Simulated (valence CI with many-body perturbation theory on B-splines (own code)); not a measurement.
# Questions on Rb⁴⁺

Level of theory: valence CI with perturbative core correlation (CI+MBPT): five valence electrons over a frozen Dirac-Fock core [Ar] 3d10, radial functions for each j: 9 s, 9 p, 8 d, 6 f, 3 g, 1 h, with the one-electron correlation potential Σ1 (screened to all orders), the two-electron term Σ2, the three-electron term Σ3, Breit, model QED; selected single and double excitations, second order for the rest, scaled by the run's own slope (own B-spline code, finite nucleus).

Against 12 measured levels this calculation errs by 145 cm⁻¹ on average and by 235 at most. These come from a selection out of Sansonetti, J. Phys. Chem. Ref. Data 35, 301 (2006). Levels without a partner in it may be off by more. Among the levels kept, up to 2100 cm⁻¹ of a level comes from second order outside the variational space, and about a tenth of that is noise between levels of different J, which matters for small intervals.

Rates and lifetimes use the calculated energies. Strong lines usually hold to 10 to 20 %, long lifetimes can be off by a factor of two.

(1) What is the ground level?

(2) Among levels below 31.707 eV, which E1 lines absorb most strongly from the ground level?

(3) How well does LS coupling describe the low levels?

(4) Name the longest-lived excited levels whose lifetime is computed, and their main decay.

(5) What is the ionisation energy?

Answers

(1) 4s2 4p3 4S°_3/2, composition 93 % 4s2 4p3 4S° + 3 % 4s2 4p3 2P°, g = 1.977.

(2) to 4s2 4p2 4d 4P_5/2 at 41.77 nm, f = 1.80; to 4s2 4p2 4d 4P_3/2 at 41.42 nm, f = 1.18; to 4s2 4p2 4d 4P_1/2 at 41.27 nm, f = 0.548.

(3) Among the lowest 20 levels the leading LS term, summed over configurations, holds 89 % on average. For single configurations the figures are 78 % in LS and 58 % in jj coupling. Terms mix most in the J = 7/2 level at 26.519 eV, where the leading one holds 48 %.

(4) 4s2 4p3 2D°_5/2 at 2.626 eV lives 2.03 s, mostly by M1 to 4s2 4p3 4S°_3/2; 4s2 4p3 2D°_3/2 at 2.325 eV lives 145 ms, mostly by M1 to 4s2 4p3 4S°_3/2; 4s2 4p3 2P°_1/2 at 4.333 eV lives 30.0 ms, mostly by M1 to 4s2 4p3 4S°_3/2. The lifetime of 4s2 4p2 4d 4F_9/2 is too uncertain to give, and may be longer.

(5) 68.512 eV; NIST lists 68.44 ± 0.15 eV (theoretical).
